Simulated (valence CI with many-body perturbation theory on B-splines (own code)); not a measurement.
**Kr29+ in three bases**

Calculated by relativistic CI+MBPT: five valence electrons over a frozen Dirac-Fock core [He], a basis of 9 s, 9 p, 8 d, 6 f, 3 g, 1 h functions for each j, with the one-electron correlation potential Σ1, the two-electron term Σ2, the three-electron term Σ3, Breit, model QED; selected CI, second order for the rest, scaled by the run's own slope (own B-spline code, finite nucleus).

No measured spectrum was set against this ion. As an estimate, large intervals hold to a few tenths of a per cent, small ones and those within an open d or f shell to about a per cent. Among the levels kept, up to 5100 cm⁻¹ of a level comes from second order outside the variational space, and about a tenth of that is noise between levels of different J, which matters for small intervals.

The reference run has the lowest level (2s^2 2p1/2^2 2p3/2) J=3/2 and an ionisation energy of 3379.74 eV. Its largest variational space holds 27330 state functions.

Levels are named by their leading jj configuration (3d3/2^4 stands for four electrons in 3d with j = 3/2), which in mixed levels can hold well under half, so a name can repeat and another be missing. Letters in brackets count levels of one name in rising energy.

Changed runs:
A. basis 6 s, 6 p, 5 d, 3 f, 1 g
B. basis 5 s, 5 p, 4 d, 2 f

Excitation energies of the reference run in cm⁻¹, and shifts in cm⁻¹:

| Level | Reference | A | B |
| --- | --- | --- | --- |
| (2s^2 2p1/2 2p3/2^2) J=3/2 | 384829 | +5.8 | +7.3 |
| (2s^2 2p1/2 2p3/2^2) J=5/2 | 487283 | +135 | +346 |
| (2s^2 2p1/2 2p3/2^2) J=1/2 | 621604 | +126 | +439 |
| (2s^2 2p3/2^3) J=3/2 | 995539 | +91 | +288 |
| (2s 2p1/2^2 2p3/2^2) J=5/2 | 1391340 | -31 | -100 |
| (2s 2p1/2^2 2p3/2^2) J=3/2 | 1647420 | +3.4 | +44 |
| (2s 2p1/2^2 2p3/2^2) J=1/2 | 1658560 | +10 | +122 |
| (2s 2p1/2 2p3/2^3) J=3/2 [a] | 1956720 | +121 | +420 |
| (2s 2p1/2 2p3/2^3) J=5/2 | 2073750 | +186 | +558 |
| (2s 2p1/2 2p3/2^3) J=1/2 | 2231340 | +150 | +577 |
| (2s 2p1/2 2p3/2^3) J=3/2 [b] | 2317230 | +227 | +749 |
| (2s 2p3/2^4) J=1/2 | 2740780 | +182 | +685 |
| Ionisation energy (eV) | 3379.74 | -0.03 | -0.11 |
